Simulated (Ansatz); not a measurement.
`[F][SnH]([Br])[Br]` + HBr → `[Br][SnH]([Br])[Br]` + H–F at 298.15 K and 1 bar (ligand exchange at the Sn–F bond).

Isolated molecules relaxed with PBE0-D4/def2-TZVP in Ansatz; ΔE leaves out vibrations. CBS: MP2 limit from def2 TZ/QZ plus the TZ coupled-cluster correction, frozen cores. This one scheme is used for every species. Elements past krypton have def2 core potentials. For Br, Sn outer-core shells are correlated without core-valence functions, which leaves a few kJ/mol of doubt a bond. Scalar relativity is left out up to krypton.

```
              species  CCSD(T)/CBS energy (Eh)  H − E (kJ/mol)  S (J/(mol·K))
 `[F][SnH]([Br])[Br]`              -5461.18012            46.9          366.7
                  HBr              -2573.91920            24.6          198.6
`[Br][SnH]([Br])[Br]`              -7934.72420            45.3          380.3
                  H–F               -100.39570            33.5          173.6
```

H − E and S are ideal-gas, rigid-rotor, harmonic terms from PBE0-D4/def2-TZVP. 1 Eh = 2625.50 kJ/mol, R = 8.31446 J/(mol·K).

**Question.** By hand: ΔE, ΔH, ΔS and ΔG.

**Answer.** ΔE = (-7934.72420) + (-100.39570) − (-5461.18012) − (-2573.91920) = -0.02058 Eh = -54.0 kJ/mol. Δ(H − E) = 45.3 + 33.5 − 46.9 − 24.6 = 7.3, so ΔH = -46.7 kJ/mol. ΔS = 380.3 + 173.6 − 366.7 − 198.6 = -11.4 J/(mol·K). ΔG = -46.7 − 298.15 × (-11.4)/1000 = -43.3 kJ/mol.

**Question.** By hand: the equilibrium constant, and the temperature at which ΔG would vanish if ΔH and ΔS stayed fixed.

**Answer.** log₁₀ K = −ΔG/(RT ln 10) = 7.6. ΔG = 0 at ΔH/ΔS = 4096 K, far beyond where these terms or the molecules hold.

The number of gas molecules stays the same, so ΔS is small and ΔH decides. A doubt of 5 kJ/mol in ΔE shifts log₁₀ K by 0.9 here. These are equilibria of isolated gas molecules and say nothing of rates. Largest T1 diagnostic: 0.011 (customary marks: 0.02 for closed shells, 0.045 for open ones).
